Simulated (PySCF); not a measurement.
A structure optimised at PBE0-D3(BJ)/def2-SVP, used in a PySCF frequency run:

```xyz
12

C     -2.7108     1.4767    -1.5567
C     -2.0687     0.8089    -0.7793
C     -1.2968    -0.0236     0.1467
F     -0.8521     0.7158     1.2063
C     -0.1412    -0.6875    -0.5647
C      1.1046    -0.5593    -0.1905
C      2.3535    -0.3877     0.1588
F      2.9887    -1.1763     1.0250
H     -3.2795     2.0760    -2.2443
H     -1.9634    -0.8143     0.5431
H     -0.4121    -1.3013    -1.4336
H      2.9822     0.4185    -0.2331
```
Charge 0, spin multiplicity 1.

Question: Write its SMILES and formula.

Answer: C#C[C@H](F)C=C=CF, C₆H₄F₂

Question: What are its rotational constants (standard atomic weights)?

Answer: 5.8839, 0.88807, 0.82786 GHz
